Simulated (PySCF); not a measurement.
# Excitation energy of Se by level of theory

Se [Ar] 3d10 4s2 4p4 (3P) → Se [Ar] 3d10 4s1 4p4 4d1 (high-spin determinant), as a difference of total energies. Calculation: PySCF 2.14, in aug-cc-pVTZ-PP with one added diffuse shell each of s, d, f type with ECP10MDF (7s5p5d3f, 68 functions); a scalar-relativistic core potential. Correlated levels: valence: 3s2 3p6 3d10 frozen. The calculations carry no spin-orbit coupling.

```csv
method,excitation energy (cm⁻¹)
UHF,142340
LDA,152040
PBE,148220
PBE0,148900
r2SCAN,148220
CAM-B3LYP,153700
BP86,148500
r2SCANh,148430
B2PLYP,149520
MP2 (valence),146140
SCS-MP2 (valence),147290
```

The upper state lies above the first ionisation limit, where it may autoionise and the basis confines it.

The promoted electron is Rydberg-like, and one or two diffuse shells describe it only roughly, which tends to raise the upper state.

The determinant of the upper state mixes LS terms, which raises its energy above the lowest term, most at the Hartree-Fock and MP2 levels.
